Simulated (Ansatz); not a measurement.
Total energies of Ti(OH)4 (TiO₄H₄) from Ansatz at PBE0-D4/def2-TZVP, gas phase (1 Eh = 27.2114 eV = 2625.5 kJ/mol). The reference geometry is relaxed at PBE-D4/def2-SVP.

```csv
state,geometry,energy (Eh)
charge 0 singlet,reference,-1152.60886
charge 1 doublet,reference,-1152.20142
free Ti atom (triplet),–,-849.14317
free O atom (triplet),–,-75.01860
free H atom (doublet),–,-0.50104
```

Work out the vertical ionisation energy to the doublet.

E(charge 1 doublet) − E(charge 0 singlet) = -1152.20142 − (-1152.60886) = 0.40744 Eh = 11.09 eV. For comparison, −ε of the highest occupied level is 9.03 eV at this level, 2.06 eV less.

What is the binding energy per atom against free atoms?

Atoms: 1 × (-849.14317) + 4 × (-75.01860) + 4 × (-0.50104) = -1151.22173 Eh. Binding: -1151.22173 − (-1152.60886) = 1.38713 Eh = 37.75 eV, or 4.19 eV for each of 9 atoms (no zero-point energy, no counterpoise term).
